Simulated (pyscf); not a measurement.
PySCF, gas phase, ωB97X-D3(BJ)/def2-SVP geometries.

**Question.** How much does it cost (ΔH, 298 K, ωB97M-D3(BJ)/def2-TZVP) to split F–Si(SiH₃)(SiH₃)–GeH₃ at its Ge–Si bond into F–Si•(SiH₃)–SiH₃ + GeH₃•?

**Answer.** Ge–Si to F–Si•(SiH₃)–SiH₃ + GeH₃•: 287.2 kJ/mol. The 7 functionals that were run give +269.0 (M06-2X) to +313.8 kJ/mol (ωB97X-D3(BJ)/def2-TZVP). Other isomers of F–Si•(SiH₃)–SiH₃ were not searched in full and may lie lower. Elements up to Kr have no core potential and no relativistic terms here.
